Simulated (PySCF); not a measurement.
NMR data simulated for an unnamed compound:

¹H NMR (600 MHz, computed): δ 6.66 (m, 1H), 6.12 (m, 1H), 5.32 (br, 1H), 3.18 (d, 3H).

¹³C{¹H} NMR (computed): δ 164.9 (C), 148.0 (CH), 132.0 (C), 130.2 (CH), 26.1 (CH3).

Method: GFN2-xTB structure, GIAO PBE0/pcSseg-1 shieldings, in PySCF 2.14.0 with density-fitted response routines (no solvent model, fast rotation and ring inversion assumed for equivalent nuclei, relativity neglected, one conformer).

Shifts are taken against calculated references (same method and geometry level): ¹H (31.72 ppm), ¹³C (186.93 ppm) against TMS.

Which of these does the molecule contain: a benzene ring, an aldehyde, a non-aromatic C=C double bond, an ester, an amide, an N-methyl group?

Results:


- A benzene ring: no.
- An aldehyde: no.
- A non-aromatic C=C double bond: yes.
- An ester: no.
- An amide: yes (δC 164.9).
- An N-methyl group: yes (δC 26.1; δH 3.18 (d)).

The data belong to `C(/C=C\C(NC)=O)(F)(F)F`, C5H6F3NO; they needn't prove each group on their own.

Carbon signals by region: 1 in the far downfield region (above 160 ppm), 3 in the sp2 and nitrile region (100–160 ppm), 1 below 50 ppm. Above 160 ppm: 164.9, amide carbonyl carbon.

Exchangeable OH/NH protons stand at their gas-phase positions; hydrogen bonding in a real sample shifts them, mostly to higher δ. Amide-type NH protons are broadened by 14N but still split neighbouring CH signals. Splittings by ¹⁹F in the carbon and heteronuclear signals aren't shown, as no couplings were computed. Shifts are as computed. Against solution values, carbons near 30 ppm lie about +3 ppm off and those near 130 ppm about +5 ppm (rms about the fit 2.1 ppm; single classes can miss by 10 ppm). Of 1328 compounds with measured shifts, 309 miss one by over three times the rms of a fit or turn the order of signals round; such compounds aren't used in these exercises. Signals without a measured value on file couldn't be tested in this way; 1H shifts scatter by 0.2 ppm about their fit, and single ones miss by 0.5 ppm. Hydrogen bonding in solution deshields acid and N–H amide carbonyl carbons by as much as 10 ppm beyond these values. No couplings were computed; multiplicities are counted from neighbouring protons, with m where these are inequivalent, close in shift, in a saturated or five-membered ring or joined by F or P, and br s for small geminal =CH2 splittings.
